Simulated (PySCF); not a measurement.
C₄H₆O₃. Atoms are numbered in the order given.

```xyz
13

C     -1.6395    -0.4885     0.0000
C     -0.2151    -0.0088     0.0000
C      0.8259    -1.1399     0.0000
O      0.5569    -2.3103     0.0000
O      0.1101     0.9325    -1.0312
C      0.4501     1.8494     0.0000
O      0.1101     0.9325     1.0312
H     -1.8238    -1.1070    -0.8903
H     -2.3203     0.3732     0.0000
H     -1.8238    -1.1070     0.8903
H      1.8799    -0.7600     0.0000
H     -0.1798     2.7607     0.0000
H      1.5219     2.1290     0.0000
```

Coordinates come from a B3LYP-D3(BJ)/def2-SVP optimisation. This is a generated structure with no PubChem entry under its InChIKey; it may be hypothetical. One conformer was computed; it need not be the lowest.

Level of theory: TDDFT-PBE0/def2-SVPD run with PySCF.

Vertical excitations. Isolated molecule, no solvent. State labels are in the subgroup Cs.

Computed lowest excited states:
```
state  symmetry  energy (eV)  λ (nm)      f                                             main pairs
-----  --------  -----------  ------  -----  -----------------------------------------------------
S1           A"         3.76     330  0.000                                         HOMO→LUMO 90 %
S2           A"         5.38     230  0.000                                       HOMO−1→LUMO 88 %
S3           A'         6.54     190  0.028                                       HOMO−2→LUMO 95 %
S4           A'         6.92     179  0.002                     HOMO→LUMO+1 83 %, HOMO−3→LUMO 15 %
S5           A'         7.01     177  0.026                     HOMO−3→LUMO 81 %, HOMO→LUMO+1 13 %
S6           A"         7.26     171  0.000                                       HOMO→LUMO+3 94 %
S7           A'         7.41     167  0.012                                       HOMO→LUMO+2 93 %
S8           A'         7.70     161  0.013                                       HOMO→LUMO+4 93 %
S9           A"         8.06     154  0.001                                       HOMO−4→LUMO 94 %
S10          A'         8.35     148  0.011  HOMO→LUMO+5 51 %, HOMO−1→LUMO+1 30 %, HOMO→LUMO+8 8 %
T1           A"         3.16     393      0                       HOMO→LUMO 84 %, HOMO−1→LUMO 14 %
T2           A"         5.01     248      0                       HOMO−1→LUMO 80 %, HOMO→LUMO 15 %
T3           A'         5.72     217      0   HOMO−7→LUMO 43 %, HOMO−2→LUMO 38 %, HOMO−5→LUMO 11 %
T4           A'         6.43     193      0    HOMO−2→LUMO 58 %, HOMO−7→LUMO 20 %, HOMO−3→LUMO 9 %
```
Triplets are in the Tamm–Dancoff approximation, which puts them higher than full response would, so one can lie above its singlet here.
